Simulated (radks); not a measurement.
The numbers below are computed, except where a source is named.
Effect of the nuclear size on neutral germanium, [Ar] 3d10 4s2 4p2. Code: a radial shooting solver on a logarithmic mesh with Libxc functionals. Model: Dirac Kohn-Sham, PBE, spin-unpolarised, spherical densities, finite nucleus; open shells are shared between the two j in proportion to 2j + 1; Fermi nuclear charge, rms radius 4.0742 fm. The rms radius is varied about that value; shifts are against it.

rms radius (fm),total energy shift (eV),density at nucleus (e/bohr^3),1s1/2 shift (meV),2s1/2 shift (meV),3s1/2 shift (meV),3p1/2 shift (meV),4s1/2 shift (meV)
3.2757,-0.120,3.217e+04,-51.1,-4.99,-0.743,0.073,-0.050
3.7442,-0.0527,3.189e+04,-22.4,-2.19,-0.326,0.032,-0.022
4.0742,0,3.172e+04,0.000,0.000,0.000,0.000,0.000
4.2698,0.0332,3.163e+04,14.1,1.38,0.205,-0.020,0.014
4.9298,0.156,3.134e+04,66.3,6.47,0.964,-0.095,0.066

Slopes of the eigenvalues against <r^2> in GHz/fm^2, as finite differences over the two radii next to the reference (eigenvalue slopes, not the field-shift constants of lines): 1s1/2 2100, 2s1/2 204, 3s1/2 30.5, 3p1/2 -3.01, 4s1/2 2.07.
